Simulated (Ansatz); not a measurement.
Problem. Predict a relaxed structure of GeSe₂⁻, charge -1, doublet, at r2SCAN-D4/def2-TZVPD (Ansatz).

Solution. 
```xyz
3

Ge    0.327    0.478    0.222
Se   -1.744    1.009   -0.469
Se    1.416   -1.487    0.247
```
Point group C2v (tolerance 0.1 Å). This is one stationary point.

The relaxation made no stability test and no search for a lower SCF solution. The structure comes from a short search, and lower isomers may exist.
